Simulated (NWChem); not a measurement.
# thiourea (CH4N2S) in NWChem

```xyz
8

N     -1.0965    -0.3516    -1.0488
C      0.0000     0.0000    -0.3153
N      1.0965     0.3516    -1.0488
S      0.0000     0.0000     1.3534
H     -1.1896    -0.0546    -2.0147
H     -1.9524    -0.4855    -0.5252
H      1.1896     0.0546    -2.0147
H      1.9524     0.4855    -0.5252
```
Charge 0, spin multiplicity 1.

Everything below was run with NWChem. The geometry was optimised at B3LYP/def2-SVP, a minimum by its harmonic frequencies. It is one conformer; others weren't searched.

Symmetry labels belong to the abelian group C2 used in the runs, with the axes of the coordinates shown.

B3LYP has NWChem's definition, with VWN1-RPA local correlation. The Pople sets run with spherical d functions.

Question: List the lowest 6 singlet excitations that TD-B3LYP/6-31+G* (spherical d), VWN1-RPA local correlation gives, with oscillator strengths.

Answer: 
```tsv
state	symmetry	energy (eV)	wavelength (nm)	f
1	a	4.01	309	0.000
2	b	4.54	273	0.040
3	b	4.80	258	0.006
4	a	5.15	241	0.127
5	a	5.85	212	0.158
6	a	5.87	211	0.002
```
